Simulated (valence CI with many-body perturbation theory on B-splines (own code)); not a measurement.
# Forbidden lines of Eu XLIX

Calculated by valence CI with perturbative core correlation (CI+MBPT): five valence electrons over a frozen Dirac-Fock core [Ne], a basis of 9 s, 9 p, 8 d, 6 f, 3 g, 1 h functions for each j, with the one-electron correlation potential Σ1 (screened to all orders), the two-electron term Σ2, the three-electron term Σ3, Breit, model QED; selected single and double excitations, second order for the rest (own B-spline code, finite nucleus).

No measured spectrum was set against this ion. As an estimate, large intervals hold to a few tenths of a per cent, small ones and those within an open d or f shell to about a per cent. Among the levels kept, up to 620 cm⁻¹ of a level comes from second order outside the variational space, and about a tenth of that is noise between levels of different J, which matters for small intervals.

Lines 1 to 16 of 16 in falling wavelength, among levels below 566.67 eV, chosen from the decays that carry over 1 % of a level's rate. Wavelengths and rates use the calculated energies. Electric multipoles are in the length gauge, E1 and E2 with the static RPA response of the core. Weak lines are less certain than strong ones. Lines between different terms over intervals too small for the method are left out, as are lines whose strength nearly cancels. The highest levels of a list are the least certain.

Levels are named by their leading jj configuration (3d3/2^4 stands for four electrons in 3d with j = 3/2), which in mixed levels can hold well under half, so a name can repeat and another be missing. Letters in brackets count levels of one name in rising energy.

| λ vac (Å) | Upper | Lower | Type | A (s⁻¹) | Branch % |
| --- | --- | --- | --- | --- | --- |
| 317.8 | (3s^2 3p1/2 3p3/2 3d5/2) J=9/2 | (3s^2 3p1/2 3p3/2 3d3/2) J=7/2 | M1 | 3.57e+05 | 70.5 |
| 89.12 | (3s^2 3p3/2^2 3d5/2) J=9/2 | (3s^2 3p1/2 3p3/2 3d5/2) J=7/2 [b] | M1 | 1.01e+07 | 22.2 |
| 85.97 | (3s^2 3p1/2 3p3/2 3d5/2) J=7/2 [a] | (3s^2 3p1/2^2 3d5/2) J=5/2 | M1 | 2.06e+07 | 4.0 |
| 80.46 | (3s^2 3p1/2 3p3/2^2) J=3/2 | (3s^2 3p1/2^2 3p3/2) J=3/2 | M1 | 3.70e+07 | 99.8 |
| 80.07 | (3s^2 3p1/2 3p3/2 3d5/2) J=9/2 | (3s^2 3p1/2^2 3d5/2) J=5/2 | E2 | 1.40e+05 | 27.7 |
| 79.68 | (3s^2 3p3/2^3) J=3/2 | (3s^2 3p1/2 3p3/2^2) J=1/2 | M1 | 9.27e+06 | 11.6 |
| 78.06 | (3s^2 3p3/2^2 3d5/2) J=9/2 | (3s^2 3p1/2 3p3/2 3d5/2) J=9/2 | M1 | 1.65e+07 | 36.1 |
| 75.61 | (3s^2 3p1/2 3p3/2^2) J=5/2 | (3s^2 3p1/2^2 3p3/2) J=3/2 | M1 | 6.49e+06 | 94.8 |
| 75.61 | (3s^2 3p1/2 3p3/2^2) J=5/2 | (3s^2 3p1/2^2 3p3/2) J=3/2 | E2 | 3.55e+05 | 5.2 |
| 73.81 | (3s^2 3p3/2^3) J=3/2 | (3s^2 3p1/2 3p3/2^2) J=5/2 | M1 | 1.13e+07 | 14.2 |
| 73.16 | (3s^2 3p3/2^2 3d5/2) J=9/2 | (3s^2 3p1/2 3p3/2 3d5/2) J=7/2 [a] | M1 | 1.38e+07 | 30.3 |
| 70.31 | (3s^2 3p1/2 3p3/2^2) J=1/2 | (3s^2 3p1/2^2 3p3/2) J=3/2 | M1 | 2.39e+07 | 98.5 |
| 70.31 | (3s^2 3p1/2 3p3/2^2) J=1/2 | (3s^2 3p1/2^2 3p3/2) J=3/2 | E2 | 3.66e+05 | 1.5 |
| 69.71 | (3s^2 3p3/2^3) J=3/2 | (3s^2 3p1/2 3p3/2^2) J=3/2 | M1 | 4.78e+07 | 59.6 |
| 62.67 | (3s^2 3p3/2^2 3d5/2) J=9/2 | (3s^2 3p1/2 3p3/2 3d3/2) J=7/2 | M1 | 5.58e+05 | 1.2 |
| 55.35 | (3s^2 3p1/2 3p3/2 3d5/2) J=9/2 | (3s^2 3p1/2 3p3/2^2) J=5/2 | M2 | 5.28e+03 | 1.0 |
